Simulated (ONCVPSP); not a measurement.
**caesium (Cs): ONCV pseudisation with PBE, scalar-relativistic reference atom.**

Cs (Z = 55), optimised norm-conserving Vanderbilt (ONCV), made with ONCVPSP 4.0.1 (PBE, scalar-relativistic). Core [Kr] 4d10, reference 5s2 5p6 6s0.75 6p0.25. Waves: 5s+6s: rc 3.05 bohr, ncon 4, nbas 8, qcut 4.7 1/bohr, 2 projectors; 5p+6p: rc 4.00 bohr, ncon 3, nbas 6, qcut 3.4 1/bohr, 3 projectors, debl 1.3 Ha; d scattering state at 0.07 Ha: rc 4.05 bohr, ncon 3, nbas 7, qcut 2.3 1/bohr, 2 projectors, debl 2.3 Ha. Local part: polynomial inside 2.75 bohr (lpopt 3, dvloc0 6 Ha). Core correction: none.

In the d channel the program set the typed energies aside and used 0.050, 2.350 Ha.

Poles of the logarithmic derivatives, all-electron (AE) and pseudo (PS). s: poles at -0.9, 1.7 (AE) and -0.9, 1.7 (PS) Ha. p: poles at -0.5, 0.9, 3.0 (AE) and -0.5, 0.9, 3.0 (PS) Ha. d: poles at 0.2, 1.5, 3.7 (AE) and 0.3, 2.6 (PS) Ha. Test radii: s 3.09, p 4.07, d 4.12 bohr.

- Cutoffs needed: 5.9 Ha and 7.4 Ha (the cutoffs (Ha) at which the residual kinetic energy of the hardest occupied pseudo-wave falls to 1 and 0.1 mHa per electron) The cutoffs count occupied waves only; projector 2 of the d channel, the hardest unoccupied one, needs 29 Ha at the loose tolerance.
- Ghost test: no bound ghost flagged; GHOST(+) flagged for d at 72.9 eV
- Largest excitation error: -100 meV (all-electron minus pseudo) for 5s1 5p6 6s1 6p0, out of 4 test configurations
